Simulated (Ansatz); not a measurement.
BClFH₄NSn (`N[BH][SnH]([F])[Cl]`), 9 atoms. Total charge 0; spin multiplicity 1. Correlated methods include outer-core shells of Sn, which these sets cover unevenly. Sn: def2 effective core potential. All runs use 4 threads of a server CPU on a shared host. Correlated methods freeze the cores.

Problem. Give the basis size and wall time and peak host memory of each of these runs in Ansatz. RKS PBE-QIDH (frozen core)/def2-TZVPP energy; RKS PBE-D4/def2-TZVPP energy and forces; RKS PBE0-D4/def2-QZVPP energy; RKS PBE0-D4/def2-TZVP relaxation (10 steps); RKS ωB97M-V/def2-QZVPP energy; RKS ωB97X-V/def2-TZVPP energy; RKS CAM-B3LYP-D4/def2-TZVPP energy; RHF-MP2/def2-QZVPP energy; RHF-CCSD(T)/def2-SVP energy; RHF-CCSD(T)/def2-TZVPP energy; direct RPA on PBE orbitals/def2-TZVPP energy; RKS ωB97M-V/def2-SVP energy. (Estimate.)

Solution. Computed: Other jobs shared the machine, so times are rough.

```
                                level                    job  functions  wall time  peak host memory (GiB)
                RKS PBE-D4/def2-TZVPP      energy and forces        241      2.3 s                    0.31
          RKS CAM-B3LYP-D4/def2-TZVPP                 energy        241      3.6 s                    0.72
                 RKS ωB97M-V/def2-SVP                 energy        106      4.7 s                    0.35
RKS PBE-QIDH (frozen core)/def2-TZVPP                 energy        241      5.5 s                    0.65
direct RPA on PBE orbitals/def2-TZVPP                 energy        241        6 s                    0.61
                 RHF-CCSD(T)/def2-SVP                 energy        106        7 s                    0.54
               RKS PBE0-D4/def2-QZVPP                 energy        443        8 s                     1.6
               RKS ωB97X-V/def2-TZVPP                 energy        241        8 s                    0.79
               RKS ωB97M-V/def2-QZVPP                 energy        443       18 s                     1.9
                   RHF-MP2/def2-QZVPP                 energy        443       18 s                     2.4
                RKS PBE0-D4/def2-TZVP  relaxation (10 steps)        204       39 s                    0.59
               RHF-CCSD(T)/def2-TZVPP                 energy        241    3.8 min                     5.2
```
